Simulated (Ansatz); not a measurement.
Coupled-cluster diagnostics for the cluster Si₄N₄O₂, Ansatz.

Geometry of the singlet (PBE0-D4/def2-SVP):

Cartesian coordinates in Å:
```
Si -3.942 1.788 -0.125
Si 1.433 -0.551 -0.253
Si 4.432 -1.685 -0.608
Si -1.369 0.300 0.722
N 5.890 -2.242 -0.739
N -2.505 1.158 -0.178
N 2.881 -1.087 -0.480
N -0.008 0.067 -0.266
O -1.508 -0.194 2.163
O -5.303 2.447 -0.237
```

Correlated methods freeze 26 core orbitals. Another isomer (singlet) lies 4.73 eV lower at PBE0-D4/def2-TZVP; other spin states weren't run for this one.

Question: Estimate the CCSD(T) correlation energy, the shares of MP2 and (T), T1 and the reference's ⟨S²⟩ for: charge 0, singlet, own geometry in def2-SVP; and the rough time on 4 threads of Arm Neoverse V1 on a shared host.

Answer: 
```
                          state     basis  correlation (eV)  MP2 share (%)  (T) share (%)     T1  ⟨S²⟩ (pure)  wall time                            remarks
charge 0, singlet, own geometry  def2-SVP           -39.170           95.8            4.6  0.028  0.00 (0.00)       49 s  large T1, restricted SCF unstable
```
Customary marks for T1 are 0.02 (closed shells), 0.045 (open shells) and about 0.05 (3d metals). T1 exceeds 0.02 in 1 of 1 rows and 0.045 in 0; the higher it lies, the less the single-reference result can be trusted.
